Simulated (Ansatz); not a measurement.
Steps of a relaxation of CH₃ClSn (`[CH3][Sn][Cl]`) with RKS PBE-D4/def2-SVP.

```sh
$ ansatz run in.yaml --threads 4 --pin off --events-out ev --progress --plain --max-ram 10444MiB
```

```yaml
crystal:
  periodic: [false, false, false]
  atoms:
    - {symbol: C, position_ang: [-0.383500, 0.469000, -0.340300]}
    - {symbol: Sn, position_ang: [0.135000, -0.553800, 1.417800]}
    - {symbol: Cl, position_ang: [1.804600, -2.090400, 0.871300]}
    - {symbol: H, position_ang: [-0.731400, -0.193600, -1.114100]}
    - {symbol: H, position_ang: [0.449800, 1.047800, -0.774800]}
    - {symbol: H, position_ang: [-1.232500, 1.257000, -0.106200]}
basis:
  gaussian: {orbitals: def2-SVP}
hamiltonian: {xc: pbe, dispersion: d4}
relax: {f_tol: 0.03, max_steps: 200}
```

Positions (Å) and forces (eV/Å) along the path, 6 of 6 steps:

```xyz
6
step=1 energy=-19429.4511 eV
C    -0.384    0.469   -0.340   -1.146    2.456   -0.333
Sn    0.135   -0.554    1.418   -0.795    0.193    2.283
Cl    1.805   -2.090    0.871    0.887   -0.714   -0.658
H    -0.731   -0.194   -1.114   -0.469   -0.706   -0.904
H     0.450    1.048   -0.775    0.268    0.102   -0.102
H    -1.232    1.257   -0.106    1.254   -1.331   -0.287
6
step=2 energy=-19429.7379 eV
C    -0.365    0.462   -0.357   -0.570    0.786    0.435
Sn    0.056   -0.517    1.597    0.395   -0.299   -0.330
Cl    1.794   -2.044    0.758   -0.280    0.242    0.144
H    -0.737   -0.208   -1.148   -0.060   -0.318   -0.097
H     0.479    1.041   -0.785    0.144   -0.084    0.121
H    -1.185    1.202   -0.112    0.370   -0.328   -0.274
6
step=3 energy=-19429.7807 eV
C    -0.398    0.488   -0.330   -0.165    0.263   -0.059
Sn    0.072   -0.529    1.595    0.108   -0.092   -0.073
Cl    1.790   -2.025    0.709   -0.185    0.180    0.025
H    -0.722   -0.252   -1.095    0.056    0.021    0.057
H     0.510    1.002   -0.722   -0.078   -0.098    0.044
H    -1.210    1.252   -0.203    0.266   -0.274    0.006
6
step=4 energy=-19429.7809 eV
C    -0.399    0.488   -0.330   -0.162    0.259   -0.054
Sn    0.072   -0.528    1.595    0.108   -0.092   -0.076
Cl    1.790   -2.025    0.708   -0.186    0.180    0.026
H    -0.721   -0.252   -1.095    0.052    0.019    0.056
H     0.510    1.002   -0.722   -0.077   -0.094    0.044
H    -1.211    1.252   -0.203    0.265   -0.273    0.005
6
step=5 energy=-19429.7917 eV
C    -0.395    0.483   -0.318   -0.034    0.057   -0.047
Sn    0.063   -0.516    1.612   -0.003    0.006   -0.020
Cl    1.743   -1.968    0.645    0.006   -0.006    0.000
H    -0.692   -0.280   -1.070    0.008    0.035    0.053
H     0.526    0.977   -0.700   -0.048   -0.024    0.032
H    -1.203    1.240   -0.215    0.071   -0.068   -0.018
6
step=6 energy=-19429.7921 eV
C    -0.395    0.484   -0.317    0.007   -0.001   -0.008
Sn    0.063   -0.515    1.611    0.001    0.000   -0.003
Cl    1.742   -1.968    0.641   -0.002    0.001    0.001
H    -0.690   -0.281   -1.065   -0.003    0.002    0.005
H     0.525    0.977   -0.697   -0.003   -0.001    0.005
H    -1.202    1.239   -0.220   -0.001   -0.001    0.001
```

Hardware: 4 threads of an Arm Neoverse V2 on a shared host. Wall time 3.5 s, peak host memory 0.14 GiB.
